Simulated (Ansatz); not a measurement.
Reaction (formal exchange of groups at a B–B bond): `B[BH][GeH3]` + `CC(=N)C=O` → `O=C[BH][GeH3]` + `BC(C)=N`

Computed with Ansatz on PBE0-D4/def2-TZVP structures; ΔE is electronic, products minus reactants. CCSD(T)/CBS is the MP2 limit (def2-TZVPP, def2-QZVPP) plus CCSD(T) − MP2 in def2-TZVPP, frozen cores. DFT in def2-TZVPP. For Ge outer-core shells are correlated without core-valence functions, which leaves a few kJ/mol of doubt a bond. Scalar relativity is left out up to krypton. Each species was taken in one conformer, which may not be the lowest.

`B[BH][GeH3]`:

Z-matrix (Å, degrees):
```
Ge
B 1 2.082
H 1 1.540 2 108.9
H 1 1.538 2 114.7 3 -121.0
H 1 1.540 2 109.0 3 117.9
B 2 1.604 1 112.0 3 120.9
H 2 1.194 1 115.2 3 -59.1
H 6 1.201 2 121.6 1 86.1
H 6 1.201 2 121.7 1 -86.1
```

`CC(=N)C=O`:

```xyz
10

C    -0.856    0.119    0.989
C     0.134   -0.362   -0.015
N     0.557   -1.554   -0.038
C     0.629    0.649   -1.029
O     1.427    0.370   -1.879
H    -1.750    0.510    0.492
H    -1.141   -0.694    1.654
H    -0.438    0.940    1.580
H     1.226   -1.651   -0.809
H     0.212    1.674   -0.946
```

`O=C[BH][GeH3]`:

```xyz
9

O    -1.218   -1.284   -1.325
C    -0.059   -0.928   -1.480
B     0.351   -0.748   -0.011
Ge   -0.009    1.021    0.979
H     0.390   -0.824   -2.483
H     0.751   -1.714    0.567
H    -0.774    0.793    2.293
H     1.354    1.647    1.338
H    -0.785    2.036    0.122
```

`BC(C)=N`:

Cartesian coordinates in Å:
```
B 0.375 0.195 1.375
C 0.074 -0.283 -0.070
C -0.390 0.583 -1.190
N 0.067 -1.556 -0.215
H 1.389 -0.142 1.911
H -0.460 0.791 1.992
H 0.399 1.285 -1.478
H -0.663 -0.025 -2.054
H -1.247 1.185 -0.875
H 0.458 -2.032 0.605
```

CCSD(T)/CBS gives +11.7 kJ/mol.

(1) Another level gave +7.5 kJ/mol. Which?
A. r2SCAN0/def2-TZVPP
B. HF/def2-TZVPP
C. revPBE/def2-TZVPP
D. CCSD(T)/def2-TZVPP

Largest T1 diagnostic among the species: 0.018.

## Answers

(1) C. revPBE 7.5, r2SCAN0 19.9, CCSD(T)/def2-TZVPP 13.5, HF/def2-TZVPP 25.7 kJ/mol.

At CCSD(T), def2-SVP lies +7.8 kJ/mol from the extrapolated value and def2-TZVPP +1.8 kJ/mol. Leaving LDA and LC-ωPBE aside and taking each functional with its dispersion term where it has one, the values, not all of them listed here, spread over 16.3 kJ/mol, from BLYP-D4 to B97M-V. LDA lies +3.0 kJ/mol from PBE without D4.
